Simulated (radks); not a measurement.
Charge is removed step by step from the 4s down level of Sn9+, starting from [Ar] 3d10 4s(up 1, down 1) 4p6 4d5. Method: scalar-relativistic Kohn-Sham, PBE, spin-polarised, spherical densities, finite nucleus; open shells are filled with parallel spins first (spin-orbit coupling, left out, can overturn this in heavy ions); Fermi nuclear charge, rms radius 4.6519 fm; computed with a radial shooting solver on a logarithmic mesh with Libxc functionals.

removed (e)  E - E(0) (eV)  eigenvalue (eV)  E minus straight line (eV)
0                    0.000          -284.01                       0.000
0.125               35.685          -287.13                      -1.370
0.25                71.761          -290.26                      -2.350
0.375               108.23          -293.39                      -2.938
0.5                 145.09          -296.52                      -3.136
0.625               182.33          -299.66                      -2.941
0.75                219.98          -302.80                      -2.354
0.875               258.01          -305.95                      -1.374
1                   296.44          -309.10                       0.000

Removing the whole electron costs 296.44 eV by Delta-SCF, against 284.01 eV from minus the eigenvalue at the starting occupation. Slater's transition state (half an electron removed) gives 296.52 eV. Integrating minus the eigenvalue over the occupation (Janak's theorem) gives 296.53 eV. In this scalar-relativistic scheme the density is built from large components alone, so the theorem holds only approximately. The mean slope of the eigenvalue, de/dn, is 25.1 eV per electron.
